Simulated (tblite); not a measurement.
Species: C₂H₇N₂Si₂ (doublet state).
Atom-mapped SMILES: `[CH:1]#[C:2][SiH:3][NH:4][SiH2:5][NH2:6]` (hydrogens: H7 on C1; H8 on Si3; H9 on N4; H10, H11 on Si5; H12, H13 on N6)

Structure used (GFN2-xTB), in Å, numbered top down from 1:
```xyz
13
C2H7N2Si2 angstrom
C      3.9402   -0.2064   -0.2207
C      2.8039   -0.2596   -0.6274
Si     1.1370   -0.0526   -1.3555
N     -0.0398    0.0741   -0.0926
Si    -1.7496   -0.1458   -0.1779
N     -2.3620    0.6630    1.2161
H      4.9225   -0.2168    0.1560
H      0.7585   -1.0749   -2.3221
H      0.3334    0.1970    0.8354
H     -2.1715   -1.5410   -0.0220
H     -2.1505    0.3788   -1.4909
H     -2.0830    1.6191    1.3691
H     -3.3435    0.5655    1.4145
```

Level: GFN2-xTB in tblite, geometry and Hessian alike; calculated harmonic values, unscaled, isolated species. Against measured fundamentals such values can be off by several per cent, at times by over 20. Modes of hydrogen on silicon can be 10 to 20 % off. One conformer, not necessarily the lowest. Open shells enter through the occupations alone, without spin polarisation, and single modes of such species can be off by tens of per cent.

Harmonic wavenumbers (cm⁻¹): 27.6, 56.2, 74.2, 160.3, 204.6, 211.4, 237.7, 269.0, 318.7, 454.6, 521.2, 564.0, 587.9, 595.0, 608.3, 676.6, 692.0, 735.6, 744.0, 807.5, 852.7, 896.7, 988.6, 1182.6, 1535.0, 2133.4, 2178.3, 2228.7, 2286.7, 3348.2, 3466.2, 3477.9, 3518.6.

A = 7475, B = 904.1, C = 828.6 MHz; mass 115.015 u (most abundant isotopes); point group C1, symmetry number 1; spin multiplicity 2.

Problem. What is the zero-point energy?

Solution. Half the sum of the wavenumbers: 18320 cm⁻¹ = 52.38 kcal/mol.

Problem. Give the ideal-gas entropy at 200 K and 1 bar in the rigid-rotor, harmonic-oscillator model (classical rotation).

Solution. Translation 38.18, rotation 27.25, vibration 21.21, spin (R ln 2) 1.38: S = 88.0 cal/(mol K).

Problem. And Cp and H(200 K) − H(0)?

Solution. Cp = 28.83 cal/(mol K), of which vibrations give 20.88 (their classical limit is 33 R = 65.6); H(200 K) − H(0) = 3.76 kcal/mol without the zero-point energy, 2.17 from vibrations.

Problem. Which modes carry the vibrational entropy at 200 K?

Solution. 27.6 cm⁻¹: 5.20; 56.2 cm⁻¹: 3.80; 74.2 cm⁻¹: 3.26; 160.3 cm⁻¹: 1.81; 204.6 cm⁻¹: 1.39; 211.4 cm⁻¹: 1.34 cal/(mol K); the other 27 give 4.41 together.

Problem. How do the functions run with temperature in this model?

Solution. 
| T (K) | S (cal/(mol K)) | Cp (cal/(mol K)) | H − H(0) (kcal/mol) | G − H(0) (kcal/mol) | ln q(vib) |
| --- | --- | --- | --- | --- | --- |
| 50 | 60.5 | 13.8 | 0.54 | -2.49 | 0.97 |
| 100 | 71.8 | 19.1 | 1.36 | -5.81 | 2.40 |
| 298.15 | 101.1 | 37.0 | 7.01 | -23.14 | 7.83 |
| 373.15 | 109.9 | 41.7 | 9.97 | -31.06 | 9.77 |
| 500 | 123.0 | 47.4 | 15.64 | -45.85 | 12.87 |
| 750 | 143.7 | 54.5 | 28.44 | -79.30 | 18.30 |
| 1000 | 160.0 | 59.2 | 42.69 | -117.33 | 22.98 |

q(vib) and H(0) count from the zero-point level.

Problem. What must be added to the electronic energy to get the Gibbs energy at 200 K and 1 bar?

Solution. ZPE + [H(200 K) − H(0)] − T·S = 52.38 + 3.76 − 17.60 = 38.54 kcal/mol.

Hindered rotation and anharmonicity are outside this model. Other conformers, if any are populated, would add a mixing term that is left out. The structure is chiral; the term R ln 2 for an equal mix with its mirror image is left out.

Time: 0.6 s of wall time. Hardware: one thread of an Arm Neoverse N1, shared host with 64 logical CPUs at a one-minute load of 34. The figure is for the frequency step alone.
